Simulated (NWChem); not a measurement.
# C3H6ClF; SMILES C[C@H](F)CCl

```xyz
11

C      0.6729     2.1620    -0.0545
C     -0.0209     0.8444    -0.3233
F     -1.3130     0.9170     0.1455
C      0.6788    -0.3160     0.3494
Cl    -0.0576    -1.8819    -0.0740
H      0.7459     2.3500     1.0276
H      1.6853     2.1733    -0.4840
H      0.0960     2.9812    -0.5061
H     -0.0735     0.6494    -1.4094
H      0.6218    -0.2059     1.4419
H      1.7351    -0.3516     0.0488
```
Atoms are numbered in this order, from 1.

Program: NWChem. Pople sets run with spherical d functions. All runs use the structure optimised with PBE0/def2-SVP. LC-ωPBE (HJS hole) with 6-31G*; x = 1 − exp(−ω/0.25 bohr⁻¹) is a scale chosen for this fit.

```
row           x  −ε(HOMO) (eV)
--------  -----  -------------
ω = 0.05  0.181           7.62
ω = 0.10  0.330           8.35
ω = 0.25  0.632       withheld
ω = 0.30  0.699          10.55
ω = 0.60  0.909          12.08
```

Question: Fit a straight line of the last column on the one before it, predict the withheld value, and compare with the run.

Answer: 
1. Means of the 4 shown rows: x = 0.5297, y = 9.650. Slope Σ(x − x̄)(y − ȳ)/Σ(x − x̄)² = 2.042/0.3340 = 6.112; intercept 6.412.
2. The shown rows scatter about the line by 0.109 (root mean square); the largest residual is -0.13, at ω = 0.30.
3. At x = 0.632 (ω = 0.25; inside the shown range) the line gives 10.27.
4. The run gives 10.12, -0.15 from the line, 1.4 times the scatter.
